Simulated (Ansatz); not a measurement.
Geometry optimisation, Ansatz, RHF/6-31G.

Input file:

```yaml
crystal:
  periodic: [false, false, false]
  atoms:
    - { symbol: B, position_ang: [-0.7693, 1.6202, -0.3866] }
    - { symbol: Si, position_ang: [-0.098, -0.1056, -0.054] }
    - { symbol: C, position_ang: [0.8814, -0.0598, 1.5036] }
    - { symbol: "N", position_ang: [-1.3631, -1.2599, 0.1298] }
    - { symbol: "N", position_ang: [0.9521, -0.6121, -1.435] }
    - { symbol: H, position_ang: [-1.9866, 1.8392, -0.4593] }
    - { symbol: H, position_ang: [-0.0607, 2.5828, -0.5457] }
    - { symbol: H, position_ang: [1.3679, -1.0536, 1.7094] }
    - { symbol: H, position_ang: [0.2714, 0.2625, 2.4071] }
    - { symbol: H, position_ang: [1.7478, 0.6658, 1.428] }
    - { symbol: H, position_ang: [-1.9478, -1.3055, -0.7615] }
    - { symbol: H, position_ang: [-0.9837, -2.2017, 0.2923] }
    - { symbol: H, position_ang: [0.3137, -0.5405, -2.2958] }
    - { symbol: H, position_ang: [1.662, 0.1389, -1.5037] }
basis:
  gaussian: { orbitals: "6-31G" }
hamiltonian:
  xc: hf
relax:
  f_tol: 0.015
  max_steps: 40
```

Launched with:

```bash
$ ansatz run input.yaml --threads 1 --pin off --max-ram 2048MiB --backend cpu --events-out ev --progress --plain --runs-dir out
```

Where does it end, and by what steps?

The run converged. The force dipped under the threshold on the way, but the program's further checks kept it going. Limits of this set-up: no polarisation functions. After 25 steps the energy has fallen by 1.660 eV; H7 moved furthest, 1.16 Å.

```csv
step,energy less start (eV),largest force component (eV/Å),accepted
0,0.0000,3.300,yes
1,-1.0512,1.826,yes
2,-1.2223,2.035,yes
3,-1.4900,0.818,yes
4,-1.5465,0.768,yes
5,-1.6020,0.116,yes
6,-1.6110,0.063,yes
7,-1.6049,0.717,no
8,-1.6189,0.051,yes
9,-1.6229,0.316,yes
10,-1.6071,0.617,no
11,-1.6289,0.173,yes
12,-1.6346,0.106,yes
13,-1.6389,0.289,yes
14,-1.6438,0.243,yes
15,-1.6402,0.463,no
16,-1.6473,0.240,yes
17,-1.6570,0.020,yes
18,-1.6568,0.244,no
19,-1.6585,0.016,yes
20,-1.6594,0.094,yes
21,-1.6583,0.083,no
22,-1.6603,0.009,yes
23,-1.6604,0.012,yes
24,-1.6602,0.045,no
25,-1.6604,0.005,yes
```

```xyz
14
Properties=species:S:1:pos:R:3
B -1.029 1.732 -0.463
Si -0.075 -0.035 -0.120
C 1.049 -0.113 1.419
N -1.344 -1.240 0.159
N 1.001 -0.297 -1.504
H -1.752 1.866 -1.398
H -0.896 2.674 0.250
H 1.508 -1.093 1.515
H 0.479 0.078 2.321
H 1.843 0.622 1.353
H -2.188 -1.279 -0.365
H -1.209 -2.038 0.739
H 0.741 -0.106 -2.445
H 1.858 -0.799 -1.431
```

Whether the end is a true minimum wasn't checked by a vibrational analysis.

Time of the run: 110 s on 1 CPU thread of a shared host.
